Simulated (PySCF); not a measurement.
**Static response to an electric field**

Species: C3H10OSSi2.
Structure used (GFN2-xTB), in Å, numbered top down from 1:
```
atom  x, y, z in Å
C1    -2.9040    1.1326    0.5321
C2    -3.1511   -0.1275    0.2289
O3    -2.2621   -1.0214   -0.2428
Si4   -0.6851   -0.9632   -0.5969
S5     0.4517   -0.4569    1.1398
C6     2.1574   -0.7429    0.5312
Si7    2.8909    0.8259   -0.2579
H8    -3.6822    1.7716    0.9038
H9    -1.9184    1.5519    0.4310
H10   -4.1343   -0.5702    0.3352
H11   -0.4548   -2.3498   -0.9617
H12   -0.3873   -0.0017   -1.6548
H13    2.1288   -1.5899   -0.1497
H14    2.7243   -1.0397    1.4110
H15    2.0968    1.1830   -1.4346
H16    4.2643    0.5104   -0.6560
H17    2.8583    1.8999    0.7304
```

Level: CAM-B3LYP/def2-SVPD (PySCF), static field, nuclei fixed, core orbitals frozen in the response. The polarisability tensor in these axes (au):

```
x   132.75   2.59  -1.96
y     2.59 106.19   3.73
z    -1.96   3.73  96.74
```

Give the principal values, the mean and the anisotropy Δα = √{½[(α1 − α2)² + (α2 − α3)² + (α1 − α3)²]}.

Principal values 95.25, 107.36 and 133.07 au; mean 111.89 au = 16.58 Å³ = 18.45 × 10⁻⁴⁰ C²·m²/J; Δα = 33.45 au (30 % of the mean).

What is the dipole moment, and where does it point?

(0.88, -0.01, -0.74) D, 1.15 D in size, pointing from the negative to the positive side. Measured along this direction, the outermost atoms are H8 and H10 at the negative end and H16 at the positive end.

How large is μ²/3kT at 298 K beside α?

In Gaussian units μ²/3kT = 10.77 Å³ against 16.58 Å³, a ratio of 0.65; the Debye molar polarisation (4π/3)N_A(α + μ²/3kT) is 69.0 cm³/mol, leaving out the vibrational part.

Form Σ f/ω² (atomic units) for the 8 lowest TDDFT singlets, given as eV and f, and set it beside the mean polarisability, which is this sum over all singlets: 5.17, 0.0006; 6.15, 0.0201; 6.34, 0.0156; 6.55, 0.0011; 6.72, 0.0074; 6.84, 0.1332; 7.07, 0.0234; 7.18, 0.0359.

They add up to 3.81 au, 3.4 % of the 111.89 au; the largest single term is 2.11 au, from the state at 6.84 eV. Terms in order: 0.02, 0.39, 0.29, 0.02, 0.12, 2.11, 0.35, 0.52 au. Higher excitations give the rest. The strengths listed sum to 0.237.

What would n − 1 = 2πNα be for an ideal gas of these molecules at 350 K and 1 atm, electronic part alone?

N = p/kT = 2.0968 × 10¹⁹ cm⁻³, so n − 1 = 2π × N × 16.58 × 10⁻²⁴ cm³ = 2184 × 10⁻⁶ at long wavelengths, for an ideal gas.

Traceless (Buckingham) quadrupole moment about the centre of nuclear charge: eigenvalues?

-5.58, -2.81, 8.39 D·Å. The values depend on the origin, since the dipole doesn't vanish. The electronic extent ⟨r²⟩ about the same centre is 1882 bohr², a root-mean-square distance of 2.57 Å for the 80 electrons.

Find the Langevin capture rate constant for NH4+ (18.034 u) meeting this molecule (149.999 u), k = 2.342 × 10⁻⁹ cm³/s × √(α in Å³ / reduced mass in u).

The reduced mass is 16.10 u, so k = 2.38 × 10⁻⁹ cm³/s. The formula leaves out the permanent dipole, which adds to the capture rate.

One conformer (not necessarily the lowest) at the GFN2-xTB geometry, without solvent, vibrations or thermal averaging.

The run behind these numbers computed excited states as well. Time: 1.9 min of wall time (with the writing of density and orbital grids); peak memory 1.1 GiB. Hardware: an Arm Neoverse V1 with one thread, shared host with 32 logical CPUs at a one-minute load of 28.
